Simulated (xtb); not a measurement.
Be(F)(NH2) (BeFH2N), SMILES [NH2][Be][F]. All values are semi-empirical tight-binding results from xtb (GFN2-xTB unless named), good for trends rather than for accurate numbers. The structure is a stationary point at GFN2-xTB. The values are those of a single conformer.

Optimised geometry:

```xyz
5

Be     0.0341     0.0746    -0.0654
F      0.6434     1.0457    -0.8442
N     -0.6044    -0.9830     0.7957
H     -0.9435    -1.8829     0.4996
H     -0.7525    -0.9455     1.7901
```
Charge 0, spin multiplicity 1.

For metal compounds this method's bond lengths and energies can be far off.

```
Item                                          Result
-------------------------------------  -------------
point group as xtb finds it                      C2v
orbital gap                                  6.39 eV
zero-point energy                      17.3 kcal/mol
G − E(el) at 298.15 K (modified RRHO)   2.2 kcal/mol
```

Computed IR lines (harmonic; lines under 4 % of the strongest left out, lines within 3 cm⁻¹ merged):
ν (cm⁻¹): 179 (w), 246 (m), 516 (s), 537 (s), 1397 (vs), 1562 (m) (against the strongest line: vs over 80 %, s over 45 %, m over 15 %, w over 4 %, vw less)

Computed atomic charges and the Wiberg bond orders between heavy atoms:
charges (e) Be1 0.63, F2 -0.42, N3 -0.52, H4 0.16, H5 0.16. Bond orders Be1–F2 0.98, Be1–N3 1.20.
